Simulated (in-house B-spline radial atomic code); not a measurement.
Cl⁺ is squeezed into an impenetrable sphere of radius R (the orbitals vanish at R). Level of theory: Dirac-Hartree-Fock, average of configuration, Fermi nucleus of rms radius 3.3654 fm; calculated with an all-electron radial atomic-structure program (B-spline basis).

Energies in eV above the free ion in [Ne] 3s2 3p4:

```csv
R (bohr),highest level (eV),[Ne] 3s2 3p4,[Ne] 3s1 3p5,[He] 2s2 2p5 3s2 3p4 3d1
8.94,-25.1,2.791e-05,15.32,214.1
5.87,-25.1,0.03407,15.36,214.4
5.36,-25,0.1051,15.45,214.6
4.23,-24.2,1.199,16.73,216.4
3.52,-22.2,5.371,21.41,221.1
2.85,-16.1,22.11,39.47,238.5
2.68,-13.1,31.79,49.71,248.5
2.32,-2.85,69.4,88.95,287.5
1.7,46.8,289.7,313.1,519.6
1.57,69.6,400.8,424.7,637.4
```

Question: Does [Ne] 3s1 3p5 fall below [Ne] 3s2 3p4 under compression?

Answer: No, it stays above over the whole range.

Question: Does [He] 2s2 2p5 3s2 3p4 3d1 fall below [Ne] 3s2 3p4 under compression?

Answer: No, it stays above over the whole range.

The highest level is first positive in the row R = 1.7 bohr, pushed up by confinement above the zero of the free ion's potential. Each configuration is held fixed and needn't be the lowest in the sphere.
